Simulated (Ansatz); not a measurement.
Cost and result for the atomization energy of `B[SiH2]B[SiH2]C` (15 atoms, 14 bonds).

```xyz
15

B    -1.964   -1.567   -0.455
Si   -1.871    0.248    0.399
B    -0.497    1.100   -0.788
Si    1.473    0.932   -0.457
C     1.959   -0.360    0.813
H    -2.793   -1.829   -1.274
H    -1.142   -2.397   -0.199
H    -3.184    0.951    0.403
H    -1.372    0.134    1.801
H    -0.872    1.707   -1.749
H     2.201    0.680   -1.737
H     1.890    2.291    0.016
H     1.662   -1.359    0.482
H     3.039   -0.366    0.975
H     1.471   -0.165    1.770
```

Total charge 0; spin multiplicity 1. All single points use the PBE0-D4/def2-TZVP geometry. It is one conformer, not always the lowest. Program: Ansatz. All runs use 4 threads of an AMD EPYC 9R14 on a shared host. Times are those of one run each, without the atoms' runs, and a repeat can differ threefold. Electronic energies, without spin–orbit coupling; frozen cores. CCSD(T)/CBS adds CCSD(T) − MP2 in def2-TZVPP to the MP2 limit, and its time is that of the two runs behind it. T1 = 0.015. B3LYP takes the VWN-RPA correlation (the form of Gaussian; ORCA's B3LYP/G).

CCSD(T)/CBS is a level of theory with its own doubt, some kJ/mol a heavy atom from the limit and from the frozen cores, so smaller differences don't rank the functionals.

```json
{"level": "PBE-D4/def2-TZVPP (with forces)", "functions": "317", "wall time": "2.5 s", "atomization (kcal/mol)": "1172.0", "difference from CCSD(T)/CBS": "7.4", "per bond": "0.5"}
{"level": "PBE0-D4/def2-TZVPP", "functions": "317", "wall time": "3.1 s", "atomization (kcal/mol)": "1168.1", "difference from CCSD(T)/CBS": "3.5", "per bond": "0.2"}
{"level": "r2SCAN-D4/def2-TZVPP (with forces)", "functions": "317", "wall time": "3.9 s", "atomization (kcal/mol)": "1175.3", "difference from CCSD(T)/CBS": "10.7", "per bond": "0.8"}
{"level": "B3LYP-D4/def2-TZVPP (with forces)", "functions": "317", "wall time": "5.5 s", "atomization (kcal/mol)": "1172.7", "difference from CCSD(T)/CBS": "8.1", "per bond": "0.6"}
{"level": "B2PLYP/def2-TZVPP", "functions": "317", "wall time": "6 s", "atomization (kcal/mol)": "1155.0", "difference from CCSD(T)/CBS": "-9.6", "per bond": "-0.7"}
{"level": "ωB97X-V/def2-TZVPP", "functions": "317", "wall time": "7 s", "atomization (kcal/mol)": "1175.9", "difference from CCSD(T)/CBS": "11.3", "per bond": "0.8"}
{"level": "ωB97M-V/def2-TZVPP (with forces)", "functions": "317", "wall time": "11 s", "atomization (kcal/mol)": "1170.6", "difference from CCSD(T)/CBS": "6.0", "per bond": "0.4"}
{"level": "MP2/def2-QZVPP", "functions": "611", "wall time": "24 s", "atomization (kcal/mol)": "1152.5", "difference from CCSD(T)/CBS": "-12.1", "per bond": "-0.9"}
{"level": "CCSD(T)/def2-TZVPP", "functions": "317", "wall time": "9.3 min", "atomization (kcal/mol)": "1139.9", "difference from CCSD(T)/CBS": "-24.7", "per bond": "-1.8"}
{"level": "CCSD(T)/CBS(def2)", "functions": "–", "wall time": "9.7 min", "atomization (kcal/mol)": "1164.6", "difference from CCSD(T)/CBS": "0.0", "per bond": "0.0"}
```

From PBE to PBE0 (25 % exact exchange), in def2-TZVPP and without D4, the atomization energy moves by −2.8 kcal/mol: exact exchange takes away binding that semilocal exchange gives to molecules. In def2-TZVPP, CCSD(T) changes the Hartree–Fock value by +229.0 kcal/mol (the triples alone add +10.4 kcal/mol) and MP2 by +227.1 kcal/mol; breaking electron pairs costs correlation energy, which Hartree–Fock lacks. The D4 term adds +12.5 kcal/mol with B3LYP and +6.7 kcal/mol with PBE0; it sums over pairs of atoms, weighted by their polarisabilities, and B3LYP, whose exchange is more repulsive, gets the larger term.
